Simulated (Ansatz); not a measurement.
Cost and result for the atomization energy of `[OH][Ge]1([F])[CH2][SiH2]1` (10 atoms, 10 bonds).

```tsv
atom	x (Å)	y (Å)	z (Å)
O1	-1.889	0.115	1.424
Ge2	-0.210	0.238	0.900
F3	0.785	0.283	2.327
C4	0.342	-1.072	-0.445
Si5	0.622	0.673	-1.196
H6	-2.208	0.923	1.834
H7	1.239	-1.651	-0.231
H8	-0.436	-1.687	-0.896
H9	-0.269	1.080	-2.309
H10	2.026	1.099	-1.408
```

Total charge 0; spin multiplicity 1. Correlated methods include outer-core shells of Ge, which these sets cover unevenly. Scalar relativity is left out up to krypton. All single points use the PBE0-D4/def2-TZVP geometry. It is one conformer, not always the lowest. Program: Ansatz. All runs use 4 threads of an Arm Neoverse V1 on a shared host. Times are those of one run each, without the atoms' runs, and a repeat can differ threefold. Electronic energies, without spin–orbit coupling; frozen cores. CCSD(T)/CBS adds CCSD(T) − MP2 in def2-TZVPP to the MP2 limit, and its time is that of the two runs behind it. T1 = 0.013. With those shells the extrapolation isn't a true limit. B3LYP takes the VWN-RPA correlation (the form of Gaussian; ORCA's B3LYP/G).

CCSD(T)/CBS is a level of theory with its own doubt, some kJ/mol a heavy atom from the limit and from the frozen cores, so smaller differences don't rank the functionals.

| level | functions | wall time | atomization (kcal/mol) | difference from CCSD(T)/CBS | per bond |
| --- | --- | --- | --- | --- | --- |
| PBE-D4/def2-TZVPP (with forces) | 253 | 2.9 s | 830.9 | 9.1 | 0.9 |
| PBE0-D4/def2-TZVPP | 253 | 4.1 s | 812.6 | -9.2 | -0.9 |
| r2SCAN-D4/def2-TZVPP (with forces) | 253 | 6 s | 822.0 | 0.2 | 0.0 |
| B3LYP-D4/def2-TZVPP (with forces) | 253 | 6 s | 810.8 | -11.0 | -1.1 |
| B2PLYP/def2-TZVPP | 253 | 7 s | 806.1 | -15.7 | -1.6 |
| ωB97X-V/def2-TZVPP | 253 | 10 s | 822.5 | 0.7 | 0.1 |
| ωB97M-V/def2-TZVPP (with forces) | 253 | 15 s | 816.3 | -5.5 | -0.6 |
| MP2/def2-QZVPP | 480 | 28 s | 829.5 | 7.7 | 0.8 |
| CCSD(T)/def2-TZVPP | 253 | 4.4 min | 799.3 | -22.5 | -2.3 |
| CCSD(T)/CBS(def2) | – | 4.9 min | 821.8 | 0.0 | 0.0 |

In def2-TZVPP, CCSD(T) changes the Hartree–Fock value by +227.1 kcal/mol (the triples alone add +14.7 kcal/mol) and MP2 by +243.9 kcal/mol; breaking electron pairs costs correlation energy, which Hartree–Fock lacks. From PBE to PBE0 (25 % exact exchange), in def2-TZVPP and without D4, the atomization energy moves by −17.5 kcal/mol: exact exchange takes away binding that semilocal exchange gives to molecules. The D4 term adds +8.5 kcal/mol with B3LYP and +4.4 kcal/mol with PBE0; it sums over pairs of atoms, weighted by their polarisabilities, and B3LYP, whose exchange is more repulsive, gets the larger term.
